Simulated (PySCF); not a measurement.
**Electron correlation in Hf⁵⁷⁺ (hafnium, charge +57)**

[Ne] 3s2 3p3, high-spin 4S determinant. Calculation: PySCF 2.14, in an uncontracted even-tempered set (16 s from 15 bohr⁻², ratio 2.5; 10 p from 20 bohr⁻², ratio 2.5; 4 d from 76 bohr⁻², ratio 2.7; 4 f from 110 bohr⁻², ratio 2.7); the non-relativistic Hamiltonian (point nucleus). Frozen: 1s2; 13 electrons correlated; the 17 highest virtual orbitals of each spin left out.

```tsv
level	correlation energy (mhartree)
CCSD	-532.79
(T)	-0.72
CCSD(T)	-533.51
```

Diagnostics: T1 = 0.00016, D1 = 0.0005, largest double amplitude 0.021.

A non-relativistic calculation at this Z misses sizeable relativistic shifts. Spin-orbit coupling is strong in this species (close to jj coupling), so the high-spin LS determinant is a model state, not a physical level.

Cost of the coupled-cluster step: about 13 core-seconds, for 13 correlated electrons.

At this charge a non-relativistic calculation is a model, useful for the Z dependence of the correlation energy.

Spin-orbit coupling is strong in this species, so the high-spin LS determinant is a model state.
